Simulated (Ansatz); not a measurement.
Basis sets compared for `C[Si](C)(C)C#Cc1cnc(-c2cnc(-c3cnc(C#C[Si](C)(C)C)nc3)nc2)nc1`. Charge 0, multiplicity 1. Geometry r2SCAN-D4/def2-SVP. Ansatz on 2 threads of AMD EPYC 7R13 on a shared host and a share (18 GiB) of an NVIDIA H100 80GB HBM3; times are rough, and most runs start from earlier orbitals.

```xyz
54

C     5.699    6.883   -5.774
Si    5.970    5.051   -6.083
C     5.520    4.595   -7.848
C     7.741    4.562   -5.696
C     4.855    4.108   -4.947
C     4.114    3.481   -4.193
C     3.261    2.759   -3.324
C     3.154    3.054   -1.945
N     2.355    2.380   -1.131
C     1.630    1.380   -1.663
C     0.744    0.631   -0.761
C    -0.060   -0.432   -1.211
N    -0.861   -1.112   -0.400
C    -0.880   -0.743    0.894
C    -1.767   -1.491    1.797
C    -2.571   -2.554    1.346
N    -3.374   -3.237    2.154
C    -3.386   -2.861    3.448
C    -4.247   -3.592    4.329
C    -4.985   -4.218    5.084
Si   -6.097   -5.161    6.219
C    -7.864   -4.908    5.635
C    -5.616   -6.974    6.127
C    -5.865   -4.494    7.959
N    -2.662   -1.863    3.992
C    -1.865   -1.192    3.169
N    -0.156    0.257    1.429
C     0.643    0.931    0.610
N     1.654    1.011   -2.956
C     2.454    1.687   -3.768
H     5.934    7.149   -4.730
H     4.654    7.170   -5.969
H     6.346    7.487   -6.432
H     6.161    5.135   -8.565
H     5.648    3.515   -8.025
H     4.472    4.853   -8.071
H     8.444    5.102   -6.352
H     7.898    3.482   -5.846
H     8.001    4.799   -4.652
H     3.743    3.872   -1.512
H    -0.033   -0.725   -2.267
H    -2.547   -2.842    0.288
H    -8.141   -3.842    5.656
H    -7.995   -5.271    4.603
H    -8.569   -5.456    6.282
H    -6.258   -7.581    6.786
H    -5.720   -7.359    5.099
H    -4.570   -7.124    6.439
H    -6.512   -5.030    8.674
H    -4.821   -4.610    8.291
H    -6.117   -3.423    8.009
H    -1.267   -0.375    3.590
H     1.240    1.746    1.034
H     2.471    1.388   -4.824
```

B3LYP takes the VWN-RPA correlation. Single mean-field runs in def2-SVP, def2-TZVP are fitted with def2-universal-jkfit.

Binding counts from free atoms (C triplet, Si triplet, N quartet, H doublet) in the same basis, without a counterpoise term.

```json
{"level": "PBE-D4/def2-SVP", "functions": "548", "energy (Eh)": "-1757.5406", "HOMO (eV)": "-5.44", "LUMO (eV)": "-3.41", "binding per atom (eV)": "5.04", "wall time": "4.7 s"}
{"level": "B3LYP-D4/6-31G", "functions": "326", "energy (Eh)": "-1759.9756", "HOMO (eV)": "-6.46", "LUMO (eV)": "-2.74", "binding per atom (eV)": "4.62", "wall time": "5 s"}
{"level": "PBE0-D4/def2-SVP", "functions": "548", "energy (Eh)": "-1757.6774", "HOMO (eV)": "-6.82", "LUMO (eV)": "-2.78", "binding per atom (eV)": "4.92", "wall time": "4.2 s"}
```

(1) Estimate the rows for PBE-D4/def2-TZVP (with forces), B3LYP-D4/def2-TZVP, PBE0-D4/def2-TZVP (with forces).

Results:

(1) 
```tsv
level	functions	energy (Eh)	HOMO (eV)	LUMO (eV)	binding per atom (eV)	wall time
PBE-D4/def2-TZVP (with forces)	1086	-1759.0208	-5.65	-3.50	4.98	7.5 s
B3LYP-D4/def2-TZVP	1086	-1760.8884	-6.63	-2.93	4.80	6 s
PBE0-D4/def2-TZVP (with forces)	1086	-1759.1426	-6.83	-2.81	4.86	9 s
```
